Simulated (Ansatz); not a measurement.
Diatomic AlS, multiplicity 2 (the spin of the measured ground state).

D_e counts from the fitted minimum to each atom's lowest state at the same level, without counterpoise.

Cores are frozen in the correlated methods.

Programs: Ansatz (Gaussian orbitals). 

### Question
Predict the bond energy D_e from CCSD(T)/def2-TZVPP.

### Answer
383 kJ/mol

### Question
What bond energy D_e does r2SCAN/def2-TZVPP give?

### Answer
431 kJ/mol

### Question
What bond energy D_e does CCSD/def2-QZVPP give?

### Answer
373 kJ/mol

Ansatz is a quantum-chemistry and plane-wave program.
